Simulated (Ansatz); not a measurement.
Frontier orbitals of C$_{3}$H$_{5}$AlCl$_{2}$, SMILES `C=C[CH2][Al]([Cl])[Cl]`.

| atom | x (Å) | y (Å) | z (Å) |
| --- | --- | --- | --- |
| C1 | -0.902 | 1.163 | -0.346 |
| C2 | -0.665 | 0.277 | 0.638 |
| C3 | -0.339 | -1.159 | 0.434 |
| Al4 | 1.296 | -0.436 | -0.335 |
| Cl5 | 1.575 | -0.436 | -2.411 |
| Cl6 | 2.865 | 0.241 | 0.871 |
| H7 | -1.048 | 0.851 | -1.376 |
| H8 | -1.006 | 2.219 | -0.132 |
| H9 | -0.531 | 0.665 | 1.646 |
| H10 | -0.940 | -1.643 | -0.337 |
| H11 | -0.305 | -1.741 | 1.348 |

Charge 0, multiplicity 1. Geometry: relaxed with PBE0-D4/def2-TZVP. It is one conformer, not always the lowest. Basis def2-TZVPP, the Gaussian-basis code of Ansatz.

```json
{"functional": "PBE", "HOMO (eV)": "-6.27", "LUMO (eV)": "-2.01", "gap (eV)": "4.26"}
{"functional": "PBE0", "HOMO (eV)": "-7.34", "LUMO (eV)": "-1.11", "gap (eV)": "6.23"}
{"functional": "r2SCANh", "HOMO (eV)": "-6.87", "LUMO (eV)": "-1.46", "gap (eV)": "5.41"}
{"functional": "r2SCAN0", "HOMO (eV)": "-7.48", "LUMO (eV)": "-0.98", "gap (eV)": "6.50"}
{"functional": "HSE06 (plane-wave form)", "HOMO (eV)": "-6.95", "LUMO (eV)": "-1.49", "gap (eV)": "5.46"}
{"functional": "ωB97X-V", "HOMO (eV)": "-9.57", "LUMO (eV)": "0.99", "gap (eV)": "10.56"}
{"functional": "ωB97M-V", "HOMO (eV)": "-9.44", "LUMO (eV)": "0.81", "gap (eV)": "10.25"}
```

A quarter of exact exchange (PBE0) shifts PBE's HOMO by −1.08 eV and its LUMO by +0.90 eV; full exchange at long range (ωB97M-V) shifts them by −3.17 and +2.82 eV. The gap opens from 4.25 to 10.25 eV, since occupied levels lose self-interaction and empty ones feel all the electrons. A positive LUMO is unbound and depends on the basis.
